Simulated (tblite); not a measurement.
Species: C₆H₈BBrO₂.
Atom-mapped SMILES: `[CH2:1]=[C:2]([CH3:3])[C:4]1=[CH:5][O:6][C@@H:7]([BH:8][Br:9])[O:10]1` (hydrogens: H11, H12 on C1; H13, H14, H15 on C3; H16 on C5; H17 on C7; H18 on B8)

Computed with GFN2-xTB (tblite), gas phase: L-BFGS steps from a force-field or distance-geometry start until the largest atomic force falls under 0.01 eV/Å.

Step 20: E = -826.1473 eV
```
atom  x, y, z in Å  |  force x, y, z in eV/Å
C1      0.0438    2.1590   -1.1082    0.001   0.011   0.001
C2      0.5923    0.9440   -1.1065   -0.027  -0.009   0.009
C3      1.7055    0.5646   -2.0402    0.007  -0.006   0.002
C4      0.1271   -0.0705   -0.1863   -0.041  -0.003   0.017
C5      0.5175   -1.3296    0.0433    0.007  -0.025  -0.040
O6     -0.2557   -1.9273    1.0097    0.029   0.005   0.005
C7     -1.2909   -0.9898    1.2979    0.040   0.021  -0.010
B8     -1.6731   -0.8648    2.8397   -0.024   0.011  -0.049
Br9    -1.2327   -2.2338    3.9811   -0.016   0.001   0.026
O10    -0.9402    0.2308    0.6620   -0.050   0.029   0.000
H11    -0.7399    2.4203   -0.4192    0.013  -0.007  -0.026
H12     0.3771    2.9169   -1.7954   -0.020   0.015   0.008
H13     2.6664    0.8249   -1.5972    0.003  -0.071   0.018
H14     1.6925   -0.5013   -2.2477    0.031   0.022  -0.022
H15     1.6149    1.1085   -2.9778   -0.017   0.008   0.034
H16     1.3030   -1.9328   -0.3570    0.028   0.008  -0.015
H17    -2.2233   -1.3696    0.7902    0.011  -0.008   0.003
H18    -2.2931    0.0569    3.1999    0.025   0.000   0.039
```

Step 21: E = -826.1480 eV
```
atom  x, y, z in Å  |  force x, y, z in eV/Å
C1      0.0432    2.1594   -1.1080    0.004   0.002  -0.005
C2      0.5916    0.9442   -1.1074   -0.016  -0.004   0.003
C3      1.7062    0.5632   -2.0399   -0.005  -0.002   0.011
C4      0.1251   -0.0693   -0.1869   -0.026  -0.010   0.001
C5      0.5180   -1.3282    0.0410   -0.014  -0.010  -0.021
O6     -0.2551   -1.9249    1.0084    0.051  -0.035   0.012
C7     -1.2907   -0.9888    1.2987    0.062   0.006  -0.023
B8     -1.6704   -0.8638    2.8408   -0.036  -0.005  -0.050
Br9    -1.2357   -2.2345    3.9824   -0.011   0.004   0.022
O10    -0.9432    0.2312    0.6611   -0.022   0.030  -0.020
H11    -0.7411    2.4183   -0.4192    0.008  -0.003  -0.021
H12     0.3751    2.9192   -1.7935   -0.012   0.017   0.001
H13     2.6675    0.8196   -1.5951   -0.006  -0.064   0.017
H14     1.6922   -0.5024   -2.2496    0.021   0.025  -0.018
H15     1.6177    1.1083   -2.9769   -0.013   0.012   0.036
H16     1.3056   -1.9301   -0.3597   -0.003   0.025   0.002
H17    -2.2227   -1.3715    0.7933   -0.002  -0.003   0.004
H18    -2.2922    0.0566    3.1990    0.021   0.016   0.049
```

Step 22: E = -826.1487 eV
```
atom  x, y, z in Å  |  force x, y, z in eV/Å
C1      0.0427    2.1599   -1.1080    0.006  -0.007  -0.011
C2      0.5905    0.9444   -1.1084    0.000   0.001  -0.006
C3      1.7069    0.5617   -2.0393   -0.016   0.002   0.019
C4      0.1226   -0.0681   -0.1878   -0.006  -0.011  -0.021
C5      0.5184   -1.3268    0.0380   -0.032   0.010   0.001
O6     -0.2535   -1.9229    1.0071    0.058  -0.055   0.017
C7     -1.2894   -0.9876    1.2992    0.057  -0.015  -0.023
B8     -1.6683   -0.8630    2.8409   -0.039  -0.021  -0.032
Br9    -1.2391   -2.2352    3.9841   -0.011   0.013   0.009
O10    -0.9465    0.2320    0.6596    0.012   0.012  -0.037
H11    -0.7423    2.4161   -0.4195   -0.001   0.002  -0.012
H12     0.3727    2.9220   -1.7914   -0.002   0.015  -0.007
H13     2.6687    0.8127   -1.5924   -0.012  -0.049   0.018
H14     1.6921   -0.5032   -2.2518    0.006   0.017  -0.015
H15     1.6206    1.1082   -2.9755   -0.007   0.020   0.033
H16     1.3084   -1.9270   -0.3625   -0.030   0.039   0.014
H17    -2.2221   -1.3735    0.7970   -0.003   0.001   0.003
H18    -2.2908    0.0566    3.1989    0.018   0.026   0.050
```

Step 23: E = -826.1495 eV
```
atom  x, y, z in Å  |  force x, y, z in eV/Å
C1      0.0423    2.1604   -1.1082    0.004  -0.011  -0.017
C2      0.5894    0.9445   -1.1096    0.014   0.006  -0.014
C3      1.7073    0.5602   -2.0384   -0.020   0.003   0.021
C4      0.1197   -0.0670   -0.1892    0.012  -0.010  -0.041
C5      0.5182   -1.3252    0.0349   -0.036   0.023   0.019
O6     -0.2507   -1.9215    1.0062    0.045  -0.050   0.018
C7     -1.2871   -0.9869    1.2994    0.031  -0.035  -0.010
B8     -1.6674   -0.8627    2.8403   -0.031  -0.027  -0.003
Br9    -1.2429   -2.2356    3.9862   -0.013   0.023  -0.009
O10    -0.9499    0.2329    0.6575    0.038  -0.020  -0.042
H11    -0.7436    2.4135   -0.4201   -0.010   0.008  -0.004
H12     0.3701    2.9253   -1.7893    0.009   0.010  -0.012
H13     2.6696    0.8044   -1.5891   -0.015  -0.028   0.021
H14     1.6919   -0.5036   -2.2544   -0.014   0.003  -0.014
H15     1.6238    1.1087   -2.9734    0.002   0.031   0.028
H16     1.3108   -1.9225   -0.3655   -0.042   0.042   0.019
H17    -2.2216   -1.3757    0.8012    0.009   0.005  -0.001
H18    -2.2887    0.0572    3.1998    0.018   0.026   0.042
```

Question: Estimate the geometry and energy of step 24. (The exact step hangs on the optimiser's Hessian estimate; all steps are aligned on step 23, rigid shifts and turns removed.)

Answer: E = -826.1503 eV, largest force 0.072 eV/Å
```
atom  x, y, z in Å  |  force x, y, z in eV/Å
C1      0.0420    2.1607   -1.1088   -0.002  -0.007  -0.020
C2      0.5886    0.9447   -1.1110    0.017   0.009  -0.016
C3      1.7076    0.5589   -2.0375   -0.014   0.002   0.013
C4      0.1170   -0.0659   -0.1911    0.020  -0.008  -0.047
C5      0.5175   -1.3233    0.0324   -0.023   0.020   0.028
O6     -0.2471   -1.9208    1.0060    0.018  -0.025   0.015
C7     -1.2847   -0.9869    1.2995   -0.001  -0.042   0.009
B8     -1.6678   -0.8632    2.8396   -0.015  -0.018   0.021
Br9    -1.2465   -2.2357    3.9883   -0.016   0.027  -0.023
O10    -0.9525    0.2334    0.6552    0.043  -0.048  -0.031
H11    -0.7449    2.4107   -0.4208   -0.014   0.014  -0.001
H12     0.3681    2.9284   -1.7876    0.017   0.002  -0.014
H13     2.6703    0.7958   -1.5855   -0.014  -0.007   0.025
H14     1.6916   -0.5039   -2.2576   -0.034  -0.010  -0.014
H15     1.6269    1.1098   -2.9709    0.012   0.040   0.021
H16     1.3122   -1.9169   -0.3683   -0.035   0.029   0.014
H17    -2.2210   -1.3779    0.8050    0.025   0.005  -0.008
H18    -2.2860    0.0585    3.2014    0.018   0.018   0.027
```

The energy changes by -0.0007 eV. The first-order estimate −F·Δx gives -0.0010 eV and the mean of the old and new forces, exact on a quadratic surface, -0.0007 eV. The step makes an angle of 70° with the force vector and moves no atom by more than 0.009 Å.

What follows is the cost of the whole relaxation. Time: 1.1 s. Hardware: one thread, Arm Neoverse N1 (aarch64), on a shared host.
